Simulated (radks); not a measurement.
The numbers below are computed, except where a source is named.
Problem. These are the eigenvalues of the occupied orbitals of an atom or ion with whole-number occupations (hartree). Code: a radial shooting solver on a logarithmic mesh with Libxc functionals. Model: scalar-relativistic Kohn-Sham, LB94 model potential, spin-polarised, spherical densities, finite nucleus; Fermi nuclear charge, rms radius of each element as measured or else 0.836 A^(1/3) + 0.57 fm.

1s down: -379.0530
1s up: -379.0529
2s up: -47.25607
2s down: -47.25554
2p up: -41.27960
2p down: -41.27868
3s up: -5.68680
3s down: -5.68492
3p up: -3.89154
3p down: -3.89035
3d down: -0.97744
3d up: -0.97584
4s down: -0.50296
4s up: -0.48997
4p up: -0.23020

Which element is it, and in what charge state? The configuration may be excited. Open shells, if any, are filled with parallel spins first.

Solution. Z = 31, gallium, charge 0: Ga in [Ar] 3d10 4s2 4p1. The list shows which subshells hold electrons but not how many an open one holds; the 1s level, -379.05 hartree, gives Z - s = 27.5 by -(Z - s)^2/2, which with screening and relativity narrows Z to a few neighbours, and the depths of the outer levels then fix element, charge and occupations together.
